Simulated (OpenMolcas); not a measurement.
**Ga⁺: effect of the basis set**

```yaml
Program: OpenMolcas
Method: "SS-CASPT2, IPEA 0.25 Eh, imaginary shift 0.1 Eh (closed shells correlated: 3d)"
Active_space: 2 electrons in 4 orbitals (4s 4p)
State_averaging: 2S+1 = 3 even, 3 roots; 2S+1 = 1 even, 7 roots; 2S+1 = 3 odd, 3 roots; 2S+1 = 1 odd, 3 roots
Spin-orbit_coupling: state interaction with AMFI integrals over the reference wave functions, term energies averaged over their components
```

A. ANO-RCC-VDZP [5s4p2d], DKH2, point nucleus; CASPT2 step of the order of 1.8 core-seconds
B. ANO-R1 [5s4p3d1f], X2C, finite nucleus; CASPT2 step roughly 1.5 core-seconds
C. ANO-RCC-VTZP [6s5p3d1f], DKH2, point nucleus; CASPT2 step roughly 1.2 core-seconds
D. ANO-RCC-VQZP [7s6p4d2f1g], DKH2, point nucleus; CASPT2 step of the order of 2.6 core-seconds
E. ANO-R2 [6s5p4d3f1g], X2C, finite nucleus; CASPT2 step about 4 core-seconds
F. ANO-R3 [7s6p5d4f2g], X2C, finite nucleus; CASPT2 step of the order of 4 core-seconds

Energies in cm-1 above 4s2 1S0, the measured ground level; measured values from NIST Handbook of Basic Atomic Spectroscopic Data.

```csv
Level,A,B,C,D,E,F,Measured
4s2 1S0,0.0,0.0,0.0,0.0,0.0,0.0,0.0
4s 4p 3P* 0,44828,45861,45577,45833,46474,46035,47368
4s 4p 3P* 1,45244,46290,45948,46218,46836,46426,47814
4s 4p 3P* 2,46094,47171,46710,47009,47579,47229,48750
4s 4p 1P* 1,74613,71928,71489,71064,71416,70949,70701
4p2 3P0,112482,113328,113521,113827,114520,114086,
4p2 3P1,112934,113808,113931,114255,114923,114525,
4p2 3P2,113700,114554,114562,114867,115505,115084,
4p2 1D2,120716,118276,117377,116975,117575,116673,107721
4p2 1S0,138023,134349,134708,134015,133931,133137,
```

Deviations, from unrounded energies. A percentage is the sum of absolute deviations over the sum of measured energies, with the sign that they share, or ± where signs differ.

| Against measurement | Levels | A | B | C | D | E | F |
| --- | --- | --- | --- | --- | --- | --- | --- |
| mean absolute deviation (cm-1) | 5 | 4900 | 3300 | 3200 | 2900 | 2700 | 2700 |
| other configurations (%) | 5 | ±7.7 | ±5.1 | ±5.0 | ±4.5 | ±4.2 | ±4.2 |

E, F lie about equally close to measurement and A furthest from it. The largest miss of F in the table is 4p2 1D2, by +9000 cm-1. The ranking rests on the paired levels alone, and a cruder setting can come out closer through cancelling errors.

Among A to F the level of the table that moves most is 4p2 1S0, by 4900 cm-1 (lowest in F, highest in A).

Over all roots computed the reference weight is 0.90 to 0.95 in D, 0.90 to 0.95 in F; the roots of lowest weight are the least certain, and an intruder state may touch them. The ¹D term of p² mixes with s d, which this space lacks. Measured partners are found by configuration, term and J. A level has none where our copy of the source lacks it or the pairing is in doubt (some pairs that miss far off the trend of their configuration count as doubtful), and it then counts in no deviation. Only configurations of the active space appear.

* marks odd parity.
